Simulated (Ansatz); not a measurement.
Geometry optimisation, Ansatz 0.2.0, UKS PBE-D4/def2-SVP.

Input:

```yaml
crystal:
  periodic: [false, false, false]
  atoms:
    - { symbol: C, position_ang: [-0.65627, 1.36807, -0.77087] }
    - { symbol: Si, position_ang: [0.81749, 0.56095, -0.25799] }
    - { symbol: C, position_ang: [1.09193, -1.05672, 0.60531] }
    - { symbol: Si, position_ang: [-0.10494, -2.1422, 1.14744] }
    - { symbol: H, position_ang: [-0.66049, 2.31725, -1.27801] }
    - { symbol: H, position_ang: [-1.63115, 0.93847, -0.6111] }
    - { symbol: H, position_ang: [2.10874, 1.20201, -0.51546] }
    - { symbol: H, position_ang: [-0.96531, -3.18782, 1.68068] }
magnetization:
  spin_polarized: true
basis:
  gaussian: { orbitals: def2-SVP }
hamiltonian:
  xc: pbe
  dispersion: d4
relax:
  f_tol: 0.02
  max_steps: 50
output:
  orbitals: {}
```

Launched with:

```bash
$ ansatz run input.yaml --threads 2 --pin off --max-ram 3072MiB --backend cpu --events-out ev --progress --plain --runs-dir out
```

**Question.** Where does it end, and by what steps?

**Answer.** It converged. After 19 steps the energy has fallen by 0.673 eV; C3 moved furthest, 0.85 Å.

| step | energy less start (eV) | largest force component (eV/Å) | accepted |
| --- | --- | --- | --- |
| 0 | 0.0000 | 1.847 | yes |
| 1 | -0.2065 | 0.867 | yes |
| 2 | -0.3146 | 0.765 | yes |
| 3 | -0.3743 | 0.594 | yes |
| 4 | -0.4289 | 0.484 | yes |
| 5 | -0.5102 | 0.522 | yes |
| 6 | -0.5692 | 0.763 | yes |
| 7 | -0.5959 | 0.758 | yes |
| 8 | -0.6426 | 0.270 | yes |
| 9 | -0.6567 | 0.144 | yes |
| 10 | -0.6635 | 0.197 | yes |
| 11 | -0.6598 | 0.278 | no |
| 12 | -0.6601 | 0.550 | no |
| 13 | -0.6706 | 0.154 | yes |
| 14 | -0.6725 | 0.027 | yes |
| 15 | -0.6718 | 0.054 | no |
| 16 | -0.6727 | 0.021 | yes |
| 17 | -0.6727 | 0.047 | yes |
| 18 | -0.6727 | 0.026 | yes |
| 19 | -0.6728 | 0.008 | yes |

```xyz
8
Properties=species:S:1:pos:R:3
C -0.599 1.546 -0.921
Si 0.627 0.538 -0.194
C 0.239 -1.030 0.564
Si -0.004 -2.153 1.790
H -0.364 2.459 -1.494
H -1.667 1.285 -0.846
H 2.060 0.951 -0.341
H -0.293 -3.596 1.442
```

Whether the end is a true minimum wasn't checked by a vibrational analysis.

Run time: 50 s on 2 threads of Intel(R) Xeon(R) Platinum 8488C (Sapphire Rapids), on a shared host, peak memory 0.2 GiB.
